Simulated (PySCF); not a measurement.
Species: C2H8O3Si2.
SMILES: `O([SiH3])CC(O[SiH3])=O`

Torsions of this conformer, `[O:1]=[C:2]([CH2:3][O:4][SiH3:5])[O:6][SiH3:7]`: O1–C2–C3–O4 172°, C2–C3–O4–Si5 177°, O1–C2–O6–Si7 -1°.

The closed-shell ground state was solved at several levels (PySCF, density fitting, gas phase, non-relativistic). One conformer (not necessarily the lowest) at the PBE0-D3(BJ)/def2-SVP geometry, without solvent, vibrations or thermal averaging.

```json
{"level": "PBE0/pcSseg-1", "basis functions": "173", "total energy (Eh)": "-885.1065", "HOMO (eV)": "-8.27", "LUMO (eV)": "-0.14", "gap (eV)": "8.13", "dipole (D)": "1.25"}
{"level": "CAM-B3LYP/pcSseg-1", "basis functions": "173", "total energy (Eh)": "-885.5969", "HOMO (eV)": "-9.72", "LUMO (eV)": "1.03", "gap (eV)": "10.75", "dipole (D)": "1.26"}
```

Q: Estimate the row for CAM-B3LYP/def2-SVPD, a basis of 221 functions; the other rows only guide the guess.

A: Total energy -885.2493 Eh, HOMO -9.81 eV, LUMO 0.68 eV, gap 10.49 eV, dipole 1.38 D.

Q: Over all these levels, which gives the widest orbital gap and which the narrowest?

A: CAM-B3LYP/pcSseg-1 (range-separated hybrid) has the widest, 10.75 eV, and PBE0/pcSseg-1 (global hybrid, 25 % exact exchange) the narrowest, 8.13 eV. The two share the basis. From the narrowest to the widest the HOMO moves by -1.45 eV and the LUMO by +1.17 eV.

Q: How far do the dipole and the HOMO energy spread over the levels?

A: The dipole runs from 1.25 to 1.38 D (mean 1.30 D) and the HOMO from -9.81 to -8.27 eV.
